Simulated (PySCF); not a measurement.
A structure optimised at r2SCAN-D4/def2-SVP, used in a PySCF frequency run:

```xyz
5

Si     0.8849     1.0816     0.0000
Cl    -0.5683     2.5469     0.0000
I     -0.1157    -1.1488     0.0000
H      1.7016     1.2228     1.2311
H      1.7016     1.2228    -1.2311
```

Write its SMILES, formula and point group.

Cl[SiH2]I, ClH2ISi, Cs

What are its rotational constants (standard atomic weights)?

11.548, 1.1652, 1.0721 GHz
